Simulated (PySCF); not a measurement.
SMILES c1(sc(cc1)OC)O[SiH3], singlet (GFN2-xTB optimised geometry):

```
17

C     -2.343    -2.907    -0.001
O     -0.952    -3.121     0.001
C     -0.167    -2.027     0.000
C      1.191    -2.027     0.000
C      1.746    -0.723     0.000
C      0.812     0.260     0.000
O      1.027     1.571     0.002
Si    -0.001     2.838    -0.038
S     -0.807    -0.400     0.000
H     -2.801    -3.893    -0.001
H     -2.657    -2.350     0.888
H     -2.654    -2.352    -0.893
H      1.774    -2.928    -0.001
H      2.801    -0.523     0.000
H     -0.896     2.799     1.119
H      0.995     3.893     0.001
H     -0.801     2.798    -1.263
```

Computed with PBE/def2-SVP (PySCF).

**Question.** What are the frontier orbital energies and the dipole moment?

**Answer.** HOMO-2 -7.20 eV, HOMO-1 -6.02 eV, HOMO -4.37 eV, LUMO -1.01 eV, LUMO+1 -0.41 eV; dipole moment 1.89 D.

Meta-Löwdin charges at PBE/def2-SVP: C1 -0.10, O2 -0.28, C3 0.07, C4 -0.19, C5 -0.18, C6 0.07, O7 -0.49, Si8 0.69, S9 0.15, H10 0.13, H11 0.10, H12 0.10, H13 0.12, H14 0.12, H15 -0.10, H16 -0.08, H17 -0.10.
